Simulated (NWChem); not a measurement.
AlNH₄; SMILES [NH2][AlH2]

```xyz
6

Al     0.0000     0.0000     0.6547
H      0.0000    -1.4050     1.3916
H      0.0000     1.4050     1.3916
N      0.0000     0.0000    -1.1263
H      0.0000     0.8315    -1.7047
H      0.0000    -0.8315    -1.7047
```
Atoms are numbered in this order, from 1.

Results from NWChem. The geometry was optimised at B3LYP/6-31G* (spherical d).

Task: Among these, which level gives the lowest value of “dipole (D)”?
(A) TPSS/STO-3G
(B) TPSS/def2-SVP
(C) TPSS/pcseg-1
(D) TPSS/aug-pcseg-1

Result: A, TPSS/STO-3G. Values: TPSS/STO-3G 0.95; TPSS/aug-pcseg-1 1.20; TPSS/pcseg-1 1.36; TPSS/def2-SVP 1.64
